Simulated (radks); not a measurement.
Results of a calculation; reference values are marked as such.
Q: The mean radii <r> (bohr) of the occupied orbitals of an atom or ion are listed with their occupations. Code: a radial shooting solver on a logarithmic mesh with Libxc functionals. Model: Dirac Kohn-Sham, PBE, spin-unpolarised, spherical densities, finite nucleus; Fermi nuclear charge, rms radius of each element as measured or else 0.836 A^(1/3) + 0.57 fm.

orbital  occ.      <r>
1s1/2       2  0.02971
2s1/2       2   0.1281
2p1/2       2   0.1085
2p3/2       4   0.1137
3s1/2       2   0.3483
3p1/2       2   0.3394
3p3/2       4   0.3505
3d3/2       4   0.3223
3d5/2       6   0.3258
4s1/2       2   0.8479
4p1/2       2   0.9003
4p3/2       4   0.9302
4d3/2       4    1.142
4d5/2       6    1.156

Name the element and its charge. Open shells, if any, are shared by 2j + 1.

A: Z = 49, indium, charge +3: In3+ in [Kr] 4d10. The 1s radius gives Z: for a bare nucleus <r> = (2 gamma + 1)/(2Z) with gamma = sqrt(1 - (Z/c)^2), 0.02926 bohr for Z = 49, and screening makes it slightly larger (0.02971 here). The occupations add up to 46, and the charge is Z minus that.
